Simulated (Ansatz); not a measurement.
Wavefunction ladder for `F[Si](Cl)(Cl)O[SiH3]`

| atom | x (Å) | y (Å) | z (Å) |
| --- | --- | --- | --- |
| F1 | -1.080 | -0.437 | -2.509 |
| Si2 | -1.162 | -0.125 | -0.968 |
| Cl3 | -2.084 | 1.659 | -0.736 |
| Cl4 | -2.253 | -1.583 | -0.090 |
| O5 | 0.319 | -0.085 | -0.380 |
| Si6 | 1.342 | 0.103 | 0.900 |
| H7 | 1.182 | 1.469 | 1.453 |
| H8 | 1.017 | -0.906 | 1.935 |
| H9 | 2.719 | -0.094 | 0.396 |

Total charge 0; spin multiplicity 1. The structure was optimised at the PBE0-D4/def2-TZVP level. It is one conformer, not always the lowest. Frozen core, restricted reference, Ansatz 0.2.0. CBS rows extrapolate triple and quadruple zeta; past MP2 they add the triple-zeta difference.

```
     basis      HF (Eh)  MP2 corr.  CCSD corr.       (T)  CCSD(T) total
  def2-SVP  -1672.56564   -0.81286    -0.86251  -0.01709    -1673.44524
def2-TZVPP  -1673.33476          ?    -1.14139         ?              ?
def2-QZVPP  -1673.38821          ?           –         –              –
 CBS(def2)            ?   -1.26760    -1.31974     as TZ              ?
```

(1) Fill in the withheld values. (An estimate is asked.)

Results:

(1) Ansatz gave: def2-TZVPP MP2 corr.: -1.08926; def2-TZVPP (T): -0.04182; def2-TZVPP CCSD(T) total: -1674.51797; def2-QZVPP MP2 corr.: -1.19171; CBS(def2) HF (Eh): -1673.39557; CBS(def2) CCSD(T) total: -1674.75713.
